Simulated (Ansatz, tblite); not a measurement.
Cost and result up the ladder for GeBr₂⁻ (the lowest doublet isomer of a short search) (3 atoms). Total charge -1; doublet. Geometry: B3LYP-D4/def2-TZVPD.

Cartesian coordinates in Å:
```
Ge -0.580 -0.398 -0.812
Br -1.050 -0.435 1.675
Br 1.630 0.833 -0.863
```

Ansatz on 4 threads of Intel Xeon on a shared host; xTB runs through tblite on one thread. Times are rough, summed over both states, and most runs start from the orbitals of an earlier one. ωB97X-V/def2-TZVPD serves as the yardstick here, not as an exact answer. Differences are given only for rows in sets of like size (and for xTB, whose basis is part of the method), since another set adds its own error. The other state is a quartet at its own geometry.

The xTB rows come from tblite. LC-ωPBE has ω = 0.4 bohr⁻¹. Correlated methods freeze 27 core orbitals; core or outer-core shells of Ge, Br are correlated, in sets that lack core-valence functions. The rows differ in basis, and correlated rows in double-zeta sets carry the largest basis error. The structure comes from a short search, and lower isomers may exist.

Correlated methods converge slowly with the basis, most of all in double-zeta sets.

xTB has no spin-polarisation term.

```json
{"level": "GFN2-xTB", "functions": "27", "wall time": "0.018 s"}
{"level": "GFN1-xTB", "functions": "27", "wall time": "0.018 s"}
{"level": "HF/STO-3G", "functions": "54", "wall time": "1.6 s"}
{"level": "PBE-D4/def2-TZVPD", "functions": "168", "wall time": "9.6 s"}
{"level": "LC-ωPBE/def2-TZVPD", "functions": "168", "wall time": "14 s"}
{"level": "RPA@PBE/def2-TZVPD", "functions": "168", "wall time": "15 s"}
{"level": "PBE0-D4/def2-TZVPD", "functions": "168", "wall time": "19 s"}
{"level": "MP2/def2-TZVPD", "functions": "168", "wall time": "19 s"}
{"level": "BHLYP-D4/def2-TZVPD", "functions": "168", "wall time": "20 s"}
{"level": "r2SCAN-D4/def2-TZVPD (with forces)", "functions": "168", "wall time": "20 s"}
{"level": "CAM-B3LYP-D4/def2-TZVPD", "functions": "168", "wall time": "22 s"}
{"level": "B97M-V/def2-TZVPD", "functions": "168", "wall time": "32 s"}
{"level": "ωB97X-V/def2-TZVPD", "functions": "168", "wall time": "36 s"}
{"level": "CCSD(T)/def2-SVPD", "functions": "120", "wall time": "64 s"}
```

**Question.** Estimate what each level gives for the quartet − doublet (eV).

**Answer.** 
```json
{"level": "GFN2-xTB", "quartet − doublet (eV)": "4.12", "difference from ωB97X-V/def2-TZVPD (eV)": "1.38", "remarks": "–"}
{"level": "GFN1-xTB", "quartet − doublet (eV)": "2.45", "difference from ωB97X-V/def2-TZVPD (eV)": "-0.29", "remarks": "–"}
{"level": "HF/STO-3G", "quartet − doublet (eV)": "2.10", "difference from ωB97X-V/def2-TZVPD (eV)": "–", "remarks": "HOMO above zero (doublet), HOMO above zero (quartet)"}
{"level": "PBE-D4/def2-TZVPD", "quartet − doublet (eV)": "2.52", "difference from ωB97X-V/def2-TZVPD (eV)": "-0.21", "remarks": "HOMO above zero (doublet), HOMO above zero (quartet)"}
{"level": "LC-ωPBE/def2-TZVPD", "quartet − doublet (eV)": "2.47", "difference from ωB97X-V/def2-TZVPD (eV)": "-0.27", "remarks": "–"}
{"level": "RPA@PBE/def2-TZVPD", "quartet − doublet (eV)": "2.50", "difference from ωB97X-V/def2-TZVPD (eV)": "-0.23", "remarks": "–"}
{"level": "PBE0-D4/def2-TZVPD", "quartet − doublet (eV)": "2.49", "difference from ωB97X-V/def2-TZVPD (eV)": "-0.25", "remarks": "–"}
{"level": "MP2/def2-TZVPD", "quartet − doublet (eV)": "2.53", "difference from ωB97X-V/def2-TZVPD (eV)": "-0.21", "remarks": "–"}
{"level": "BHLYP-D4/def2-TZVPD", "quartet − doublet (eV)": "2.63", "difference from ωB97X-V/def2-TZVPD (eV)": "-0.11", "remarks": "–"}
{"level": "r2SCAN-D4/def2-TZVPD (with forces)", "quartet − doublet (eV)": "2.38", "difference from ωB97X-V/def2-TZVPD (eV)": "-0.36", "remarks": "HOMO above zero (doublet), HOMO above zero (quartet)"}
{"level": "CAM-B3LYP-D4/def2-TZVPD", "quartet − doublet (eV)": "2.68", "difference from ωB97X-V/def2-TZVPD (eV)": "-0.06", "remarks": "–"}
{"level": "B97M-V/def2-TZVPD", "quartet − doublet (eV)": "2.57", "difference from ωB97X-V/def2-TZVPD (eV)": "-0.17", "remarks": "HOMO above zero (doublet), HOMO above zero (quartet)"}
{"level": "ωB97X-V/def2-TZVPD", "quartet − doublet (eV)": "2.74", "difference from ωB97X-V/def2-TZVPD (eV)": "0.00", "remarks": "–"}
{"level": "CCSD(T)/def2-SVPD", "quartet − doublet (eV)": "2.40", "difference from ωB97X-V/def2-TZVPD (eV)": "–", "remarks": "–"}
```
